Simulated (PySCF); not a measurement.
**Dipole response of Co+ (cobalt, charge +1)**

[Ar] 3d8, high-spin 3F determinant. All numbers are calculated (PySCF 2.14, no relativity, point nucleus, in dyall-av2z (16s12p7d2f, 101 functions)). Coupled (time-dependent) response in atomic units; α is the mean over directions. A double-zeta set is small for polarisabilities.

```csv
method,mean α (bohr³),C₆ (like pair),S(−4)
HSE06,8.091,26.71,73.40
```

S(−4) is the Cauchy moment in α(ω) = α(0) + S(−4) ω² + …

α(iu) at HSE06:

```
u (hartree)  α(iu) (bohr³)
          0          8.091
     0.0500          7.914
      0.100          7.451
      0.200          6.228
      0.300          5.173
      0.500          3.865
      0.750          2.993
       1.00          2.439
       1.50          1.715
       2.00          1.263
       3.00         0.7672
       5.00         0.3813
```

A single London oscillator, α(iu) = α/(1 + u²/ω²), gives C₆ = (3/4) ω α². Matching the computed C₆ needs ω = 4 × 26.71 / (3 × 8.091²) = 0.544 hartree.

For an ion, C₆ is the dispersion term alone; charge-induced terms of lower order in 1/R come first.
